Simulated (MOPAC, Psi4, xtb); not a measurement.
Interaction energy of CH4 ··· C2H3N (SMILES C and CC#N). Monomers: optimised at B3LYP-D3(BJ) (def2-TZVP), held rigid. Orientation: lowest of the rigid-body minima from ten starts at GFN2-xTB. Only R, the distance of the centres of mass, is varied, so the lowest point isn't the relaxed dimer.

Levels of theory: GFN1-xTB (xtb); AM1, restricted, heats of formation (MOPAC); SAPT0/jun-cc-pVDZ, frozen core (Psi4).

Interaction energies in kcal/mol:

```csv
R / Å,GFN1-xTB,AM1
3.08,1.01,3.21
3.30,-0.28,1.08
3.48,-0.64,0.44
3.70,-0.72,0.22
3.87,-0.67,0.18
4.12,-0.56,0.14
4.38,-0.44,0.08
4.69,-0.33,0.03
5.22,-0.20,-0.01
5.87,-0.10,-0.01
6.92,-0.04,-0.01
8.17,-0.01,0.00
```

Question: What does SAPT0/jun-cc-pVDZ give at the same points?

Answer: 3.08: 2.48; 3.30: 0.46; 3.48: -0.26; 3.70: -0.58; 3.87: -0.62; 4.12: -0.56; 4.38: -0.46; 4.69: -0.34; 5.22: -0.19; 5.87: -0.10; 6.92: -0.04; 8.17: -0.02 (kcal/mol).
